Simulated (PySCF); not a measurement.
# How methods differ on the ionisation energy of Ni

Ni [Ar] 3d8 4s2 (3F) → Ni⁺ [Ar] 3d9 (2D), as a difference of total energies. All numbers are calculated (PySCF 2.14, no relativity, point nucleus, in dyall-av2z (16s12p7d2f, 101 functions)). Correlated levels: valence: [Ar] frozen; virtual orbitals above 40 to 60 times the deepest correlated orbital energy dropped. The calculations carry no spin-orbit coupling.

| method | ionisation energy (eV) | plus first-order spin-orbit estimate | difference from reference of that sum (eV) |
| --- | --- | --- | --- |
| UHF | 7.727 | 7.775 | +0.135 |
| MP2 (valence) | 6.518 | 6.566 | -1.074 |
| SCS-MP2 (valence) | 6.745 | 6.793 | -0.847 |
| CCSD (valence) | 7.370 | 7.417 | -0.223 |
| CCSD(T) (valence) | 7.336 | 7.384 | -0.256 |

Reference: 7.640 eV (measured; NIST Atomic Spectra Database, ionization energies).

A first-order spin-orbit estimate (lowest level to lowest level, LS coupling) adds 0.048 eV.

These non-relativistic numbers lack the scalar-relativistic shift.

Errors of the correlated levels include the incompleteness of this basis and the frozen core.
